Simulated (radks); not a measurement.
Initial-state core-level shifts of the lutetium ion Lu3+ when its valence configuration changes from [Xe] 4f14. All-electron calculation, Dirac Kohn-Sham, PBE, spin-unpolarised, spherical densities, point nucleus; open shells fill j = l - 1/2 first. Program: a radial shooting solver on a logarithmic mesh with Libxc functionals. Shifts are changes of the shell-averaged eigenvalues in eV (positive: less bound).

valence,2p,3p,3d,4p
4f13.5 6p0.5,-6.251,-6.717,-6.680,-6.469
4f13.5 5d0.5,-4.039,-4.552,-4.505,-4.293
4f13 5d1,-8.297,-9.373,-9.276,-8.787
4f13 6s1,-11.781,-12.763,-12.686,-12.181
4f12 6p2,-27.031,-29.180,-29.019,-27.688
4f13 6p1,-12.862,-13.843,-13.767,-13.267
4f13.5 6s0.5,-5.703,-6.171,-6.133,-5.919
4f12 6s2,-24.949,-27.092,-26.929,-25.594
4f12 5d1 6p1,-22.143,-24.403,-24.217,-22.932
